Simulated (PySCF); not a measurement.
**A small calculation by hand: dipole moment from atomic charges**

H4OSSeSi, SMILES [SiH3]O[Se]S. Atoms are numbered in the order given.

```xyz
8

Se     0.0861     0.0295     0.9218
S     -0.7491     1.8484     0.0659
H     -2.0321     1.6904     0.4762
O     -0.2666    -1.2173    -0.3437
Si     0.7293    -1.3172    -1.7019
H      0.1789    -2.4346    -2.5179
H      2.1378    -1.6103    -1.3008
H      0.6941    -0.0431    -2.4784
```
Charge 0, spin multiplicity 1.

Coordinates come from a PBE0-D3(BJ)/def2-SVP optimisation. This is a generated structure with no PubChem entry under its InChIKey; it may be hypothetical. One conformer was computed; it need not be the lowest.

Charges (e) from HF/def2-TZVP in PySCF:

```
atom  Mulliken  ESP fit
----  --------  -------
Se1      0.282    0.112
S2      -0.215   -0.170
H3       0.166    0.181
O4      -0.580   -0.354
Si5      0.508    0.547
H6      -0.053   -0.104
H7      -0.058   -0.100
H8      -0.050   -0.112
```

The dipole moment of the full density is 0.62 D.

Task: What dipole moment does each set of point charges give, and which comes closer to that of the density?

Result: 
μ = Σ q r, and 1 e Å = 4.8032 D.
Mulliken: Σ q r = (0.205, 0.153, -0.008) e Å, |μ| = 1.23 D.
ESP fit: Σ q r = (-0.048, 0.125, 0.038) e Å, |μ| = 0.67 D.
ESP fit comes closer in size. Point charges leave out the atoms' own dipoles (lone pairs, polarised bonds); fits to the potential absorb them, partitions of the density don't.
